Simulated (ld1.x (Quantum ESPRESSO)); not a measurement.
## Cutoff test, tin (Sn), RRKJ

```
Element                 : tin (Sn)
Generator               : ld1.x (Quantum ESPRESSO) 7.5
Type                    : norm-conserving RRKJ (Kleinman–Bylander form)
Functional              : PBE
Relativity              : scalar-relativistic
Frozen core             : [Ar] 3d10
Valence charge          : 22
Reference configuration : 4s2 4p6 4d10 5s2 5p1 (charge +1)
Partial waves           : 4s (bound): rc 1.30 bohr; 4d (bound): rc 1.25 bohr; 4f channel at 0.1 Ry: rc 1.00 bohr; 4p (bound): rc 1.35 bohr
Local potential         : the p channel
Core correction         : Bessel-smoothed model core, default radius (core density twice the valence density)
rho0                    : 0.005
```

Occupied shells without a wave of their own: 5p, 5s. They enter only through the test configuration that unscreens the potential, and ld1.x also counts them in the model core charge.

The pseudo-atom Hamiltonian at the reference potential is diagonalised in spherical Bessel functions j_l(qr) that vanish at 20 bohr, with q² up to the cutoff. All-electron valence levels (Ry): 4s -10.4309, 5s -1.3091, 4d -2.4847, 4p -7.1801, 5p -0.7537.

Task: How do the lowest levels (Ry) of each channel move with the cutoff, and are there ghosts?

Result:

| cutoff (Ry) | s #1 | s #2 | d #1 | d #2 | f #1 | f #2 | p #1 | p #2 | p #3 | Σ f·Δε (mRy) |
| --- | --- | --- | --- | --- | --- | --- | --- | --- | --- | --- |
| 8 | -7.4483 | -0.9061 | -0.5259 | -0.1336 | -0.0617 | 0.0303 | -3.8528 | -0.4635 | -0.1404 | 46710.3 |
| 15 | -7.5687 | -0.9225 | -0.9486 | -0.1699 | -0.0618 | 0.0300 | -5.9930 | -0.6236 | -0.1747 | 29208.1 |
| 25 | -8.5083 | -1.0216 | -1.6151 | -0.2005 | -0.0618 | 0.0299 | -6.9713 | -0.7306 | -0.1955 | 14488.7 |
| 40 | -9.8114 | -1.2034 | -2.2410 | -0.2215 | -0.0618 | 0.0297 | -7.1707 | -0.7744 | -0.2039 | 4020.3 |
| 60 | -10.3372 | -1.3142 | -2.4580 | -0.2291 | -0.0619 | 0.0297 | -7.1756 | -0.7787 | -0.2048 | 543.1 |
| 90 | -10.4294 | -1.3439 | -2.4846 | -0.2302 | -0.0619 | 0.0296 | -7.1799 | -0.7790 | -0.2048 | 7.5 |
| 120 | -10.4309 | -1.3446 | -2.4847 | -0.2302 | -0.0619 | 0.0295 | -7.1800 | -0.7791 | -0.2049 | 1.4 |
| 180 | -10.4309 | -1.3447 | -2.4847 | -0.2302 | -0.0619 | 0.0295 | -7.1800 | -0.7791 | -0.2049 | 0.3 |
| 400 | -10.4309 | -1.3447 | -2.4848 | -0.2302 | -0.0619 | 0.0295 | -7.1800 | -0.7791 | -0.2049 | 0.0 |

Result: no extra level below or beside the all-electron valence levels (s, d, f, p tested); 10 mRy is reached at 90 Ry and 1 mRy at 140 Ry.

The potential misses its own reference levels by up to 0.5 eV. ld1.x takes every shell without a wave as core, so the model core holds the 5p, 5s electrons as well and exchange and correlation see them twice. This cancels in the reference configuration, but the file is broken for other ones, and its errors say nothing about a proper core correction. Its largest configuration-test error is -3386 meV.
